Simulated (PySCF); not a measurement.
## Correlation energy of Cd⁺ (cadmium, charge +1)

[Kr] 4d9 5s2, 2D determinant (an excited configuration). Calculation: PySCF 2.14, in ANO-RCC-VTZP (7s6p4d2f1g, 68 functions); the spin-free X2C one-electron Hamiltonian (Gaussian nucleus). Frozen: [Kr]; 11 electrons correlated.

```csv
level,correlation energy (mhartree)
CCSD,-306.09
(T),-10.33
CCSD(T),-316.42
```

Diagnostics: T1 = 0.013, D1 = 0.0402, largest double amplitude 0.077.

Cost of the coupled-cluster step: about 5 core-seconds, for 11 correlated electrons.

Iterations:

```
CC2 = 0
CCSD nocc = (np.int64(6), np.int64(5)), nmo = (50, 50)
frozen orbitals [[0, 1, 2, 3, 4, 5, 6, 7, 8, 9, 10, 11, 12, 13, 14, 15, 16, 17], [0, 1, 2, 3, 4, 5, 6, 7, 8, 9, 10, 11, 12, 13, 14, 15, 16, 17]]
max_cycle = 100
direct = 0
conv_tol = 1e-08
conv_tol_normt = 1e-06
diis_space = 8
diis_start_cycle = 0
Init t2, MP2 energy = -0.31577006647025
Init E_corr(UCCSD) = -0.315770066475831
cycle = 1  E_corr(UCCSD) = -0.299976537458175  dE = 0.015793529  norm(t1,t2) = 0.0575761
cycle = 2  E_corr(UCCSD) = -0.305205071257225  dE = -0.0052285338  norm(t1,t2) = 0.0163454
cycle = 3  E_corr(UCCSD) = -0.30570266502931  dE = -0.000497593772  norm(t1,t2) = 0.00660361
cycle = 4  E_corr(UCCSD) = -0.30608152823843  dE = -0.000378863209  norm(t1,t2) = 0.00110447
cycle = 5  E_corr(UCCSD) = -0.306085775104263  dE = -4.24686583e-06  norm(t1,t2) = 0.000260388
cycle = 6  E_corr(UCCSD) = -0.306083816112382  dE = 1.95899188e-06  norm(t1,t2) = 9.40195e-05
cycle = 7  E_corr(UCCSD) = -0.306085782953853  dE = -1.96684147e-06  norm(t1,t2) = 3.81882e-05
cycle = 8  E_corr(UCCSD) = -0.306085104090837  dE = 6.78863016e-07  norm(t1,t2) = 9.88877e-06
cycle = 9  E_corr(UCCSD) = -0.306085104456321  dE = -3.65483754e-10  norm(t1,t2) = 7.09765e-06
cycle = 10  E_corr(UCCSD) = -0.306085082961892  dE = 2.14944288e-08  norm(t1,t2) = 7.33813e-06
cycle = 11  E_corr(UCCSD) = -0.30608513697928  dE = -5.40173872e-08  norm(t1,t2) = 8.1944e-07
cycle = 12  E_corr(UCCSD) = -0.306085130197562  dE = 6.7817173e-09  norm(t1,t2) = 3.69299e-07
UCCSD converged
E(UCCSD) = -5590.852776471942  E_corr = -0.3060851301975622
UCCSD(T) correction = -0.0103251145873656
```
